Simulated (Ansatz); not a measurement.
The first iterations of a band of AlFH5NO (9 atoms, charge 0, multiplicity 1).

Level of theory: Ansatz 0.2.0, RKS PBE/def2-SVP.

```json
{"movable images": "9", "climbing image": "yes", "spring": "20.0 eV/Å²", "optimiser": "quadratic models (default)", "start path": "through a guess of the saddle point", "force threshold": "0.03 eV/Å", "iteration limit": "60", "end points": "relaxed"}
```

Initial state:

```xyz
9
Properties=species:S:1:pos:R:3
Al -0.191 0.061 0.099
F -0.205 -0.992 1.427
N 1.552 0.388 -0.522
H 2.307 -0.235 -0.209
H 1.729 0.606 -1.510
H -1.446 0.118 -0.871
O 0.134 1.814 0.971
H 1.067 1.630 0.515
H 0.251 1.775 1.941
```

Final state:

```xyz
9
Properties=species:S:1:pos:R:3
Al -0.185 0.061 0.096
F -0.203 -0.984 1.430
N 1.553 0.383 -0.527
H 1.730 0.599 -1.515
H 2.307 -0.240 -0.214
H -1.445 0.118 -0.872
O 0.131 1.817 0.974
H 1.064 1.645 0.525
H 0.245 1.767 1.944
```

| iteration | highest image above the first end (eV) | largest band force component (eV/Å) |
| --- | --- | --- |
| 1 | 16.328 | 71.047 |
| 2 | 8.705 | 31.435 |
| 3 | 3.173 | 13.397 |
| 4 | 1.048 | 5.562 |
| 5 | 0.650 | 2.175 |

Question: Does the band converge within its limit, and where does its top end?

Answer: The forces met the threshold. It ended after 15 iterations with the highest image 0.336 eV above the first end. Another band between the same ends (9 images) ends at a top of the same energy, where a vibrational analysis finds 1 clearly imaginary mode.

Time of the run: 89 s on 2 threads of AMD EPYC 9R45 96-Core Processor (Zen 5), on a shared host, peak memory 0.14 GiB.
